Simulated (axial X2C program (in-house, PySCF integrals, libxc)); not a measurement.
# Working with the constants of MgI⁺

A bond curve at the CCSD(T) level, two-component, was computed with an in-house relativistic program for diatomic molecules (basis I dyall-cv3z [11s12p8d4f1g], Mg dyall-cv3z [9s8p6d3f] (cores contracted in-house)) for the state Ω = 0 (closed shell). Its fit gives Re = 2.4784 Å, ωe = 375.4 cm⁻¹, ωexe = 1.42 cm⁻¹ and αe = 6.389e-04 cm⁻¹; the masses are 126.9045 and 23.9850 u. Two-component means X2C with spin–orbit coupling and atomic mean-field Coulomb and Gaunt terms.

Correlated methods: 8 electrons correlated (number of frozen shells: I 4 s, 3 p, 2 d; Mg 2 s, 1 p), 292 virtual spin orbitals or spinors in MP2, 90 natural virtuals in coupled cluster.

Question: Find the reduced mass, Be and the force constant.

Answer: From the CCSD(T) values: μ = 20.1724 u. Be = 16.8576/(μ Re²) = 0.136 cm⁻¹. k = 5.8918×10⁻⁷ μ ωe² = 1.67 mdyn/Å.

Question: Estimate De from a Morse curve and compare with the computed well depth of 2.090 eV to I + Mg+.

Answer: De(Morse) = ωe²/(4ωexe) = 3.076 eV against 2.090 eV computed, a ratio of 1.47. The extrapolation overshoots: the well softens faster than a Morse curve, or the lowest atomic limit lies below the one to which the curve heads.

Question: A Morse curve ties αe to the other constants (Pekeris). How well does that hold?

Answer: αe(Morse) = 6Be²/ωe × (√(ωexe/Be) − 1) = 6.599e-04 cm⁻¹; the CCSD(T) curve gives 6.389e-04 cm⁻¹, a ratio of 1.03.

Question: Give B0, the J = 1←0 line in GHz and the most populated J at 300 K (kT = 208.5 cm⁻¹).

Answer: B0 = Be − αe/2 = 0.1357 cm⁻¹; 2B0 = 8.138 GHz; J(max) ≈ √(kT/2B0) − 1/2 = 27.2, so J = 27.

Question: Estimate the centrifugal constant by the Kratzer relation.

Answer: D = 4Be³/ωe² = 7.15e-08 cm⁻¹.

The state is one determinant whose occupation by symmetry is held fixed; it was picked as the lowest of a PBE0 search that is not exhaustive. De is counted from the lowest determinant-based energies of the atoms at the same level, without counterpoise correction. Coupled cluster ran in a truncated set of natural virtual spinors; the MP2 energy of the rest was added. (T) has no such correction and the atoms are truncated less, which lowers De at CCSD(T) by a hundredth of an eV or more.
